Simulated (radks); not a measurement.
Results of a calculation; reference values are marked as such.
Coulomb parameter of the 4f shell of the holmium ion Ho3+ in the model configuration [Xe] 4f8.5 6p1.5, as a second difference U = [E(n + 0.5) + E(n - 0.5) - 2 E(n)] / (0.5)^2 with all orbitals relaxed. "Bare": the charge of the atom changes with n. "Screened": the 6p shell takes up the change at fixed total charge, which measures U(4f,4f) + U(6p,6p) - 2 U(4f,6p). Level of theory: scalar-relativistic Kohn-Sham, PBE, spin-unpolarised, spherical densities, finite nucleus; Fermi nuclear charge, rms radius 5.2022 fm (a radial shooting solver on a logarithmic mesh with Libxc functionals).

[
 {"case": "start", "configuration": "[Xe] 4f8.5 6p1.5", "E - E(n) (eV)": "0.000"},
 {"case": "bare +0.5", "configuration": "[Xe] 4f9 6p1.5", "E - E(n) (eV)": "-24.037"},
 {"case": "bare -0.5", "configuration": "[Xe] 4f8 6p1.5", "E - E(n) (eV)": "29.375"},
 {"case": "screened +0.5", "configuration": "[Xe] 4f9 6p1", "E - E(n) (eV)": "-14.585"},
 {"case": "screened -0.5", "configuration": "[Xe] 4f8 6p2", "E - E(n) (eV)": "17.251"}
]

U(bare) = 21.351 eV, U(screened by 6p) = 10.662 eV, against the Slater integral F0(4f,4f) = 34.461 eV with frozen orbitals.
